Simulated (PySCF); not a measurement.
**Levels of Ho³⁶⁺ from EOM-EA-GCCSD**

Reference: closed-shell Ho³⁷⁺, [Ar] 3d10 4s2; one electron is added. Calculated with PySCF 2.14, two-component X2C-1e with screened spin-orbit coupling, an even-tempered Gaussian basis (19 s from 1.7 bohr⁻², ratio 2.6; 15 p from 2.3 bohr⁻², ratio 2.6; 10 d from 2.3 bohr⁻², ratio 2.6; 6 f from 2.3 bohr⁻², ratio 2.8); frozen [Ar]; the 94 highest virtual spinors dropped; of the others 68 kept and the rest restored at second order. No Breit or QED terms. Binding energies in eV.

```
level  Koopmans
4p1/2    1597.4
4p3/2    1539.1
```

How does correlation move these levels?

4p1/2: second order 1599.0, EOM-CCSD 1598.8; 4p3/2: second order 1540.9, EOM-CCSD 1540.9.

For comparison, the ionisation energy of Ho³⁶⁺ is 1598 ± 5 eV (theoretical estimate listed by NIST; NIST Atomic Spectra Database, ionization energies).
